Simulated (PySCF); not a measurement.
## Energy of Li+ (lithium, charge +1) between two integer charges

The 1s beta orbital of 1s2 is emptied in steps (occupation f), with all orbitals relaxed, ending at 1s1. Calculation: PySCF 2.14, in aug-cc-pVTZ; the non-relativistic Hamiltonian (point nucleus). The exact energy is a straight line in f; departures are measured from the line between the end points of the same method.

Among UHF, LDA, BHandHLYP, which shows the largest delocalisation error (convex curve), and which is closest to linear?

Most convex: LDA (-3.573 eV at f = 0.5); closest to linear: UHF (0.341 eV).

```tsv
f	UHF (eV)	LDA (eV)	BHandHLYP (eV)
1	0.000	0.000	0.000
0.9	0.132	-1.347	-0.629
0.7	0.297	-3.087	-1.453
0.5	0.341	-3.573	-1.714
0.3	0.277	-2.862	-1.431
0.1	0.115	-1.099	-0.600
0	0.000	0.000	0.000
```

| method | E(f=0) − E(f=1) (eV) | −ε at f=1 (eV) | −ε at f=0.5 (eV) |
| --- | --- | --- | --- |
| UHF | 74.491 | 75.984 | 74.433 |
| LDA | 74.581 | 59.525 | 75.216 |
| BHandHLYP | 75.801 | 68.785 | 75.867 |

As f goes to zero the orbital energy of a semilocal functional can turn back, because the density of that orbital vanishes from the exchange-correlation potential.

Reference removal energy between the ground levels: 75.640 eV (theoretical estimate listed by NIST; NIST Atomic Spectra Database, ionization energies). UHF lacks correlation.
